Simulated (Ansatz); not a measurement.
Start from `FB1CO1` and change one atom or group to get `NB1CO1`.

Ansatz, PBE0-D4/def2-TZVP geometries, multiplicity 1. Each molecule was computed in one conformer, which needn't be the lowest.

```
                                                                                  property  `FB1CO1`
                                                     HOMO–LUMO gap (B3LYP/def2-TZVPP) / eV      8.62
                                            zero-point energy (PBE0-D4/def2-TZVP) / kJ/mol      97.1
                                                   HOMO–LUMO gap (ωB97M-V/def2-TZVPP) / eV     12.89
                                          size of the dipole moment (B3LYP/def2-TZVPP) / D      1.65
                                                     HOMO energy (ωB97M-V/def2-TZVPP) / eV    -10.99
ideal-gas entropy at 298 K and 1 bar (rigid rotor, harmonic PBE0-D4/def2-TZVP) / J/(mol·K)       269
```

Problem. Give the same properties after the change, and the shifts. (Estimate.)

Solution. The calculation gave: 
| property | `NB1CO1` | shift |
| --- | --- | --- |
| HOMO–LUMO gap (B3LYP/def2-TZVPP) / eV | 7.99 | -0.63 |
| zero-point energy (PBE0-D4/def2-TZVP) / kJ/mol | 161.3 | 64.2 |
| HOMO–LUMO gap (ωB97M-V/def2-TZVPP) / eV | 12.20 | -0.69 |
| size of the dipole moment (B3LYP/def2-TZVPP) / D | 2.57 | 0.92 |
| HOMO energy (ωB97M-V/def2-TZVPP) / eV | -10.18 | 0.81 |
| ideal-gas entropy at 298 K and 1 bar (rigid rotor, harmonic PBE0-D4/def2-TZVP) / J/(mol·K) | 277 | 8 |

With PBE0 the HOMO rises by 0.81 eV and the LUMO rises by 0.20 eV, so the gap narrows by about 0.61 eV. PBE moves the HOMO by 0.73 eV and ωB97M-V by 0.81 eV. The zero-point energy changes by 64.2 kJ/mol with +6 modes. Dipoles are sizes alone; their direction can turn.

B3LYP here is the variant with VWN-RPA as its local correlation; programs differ in this.
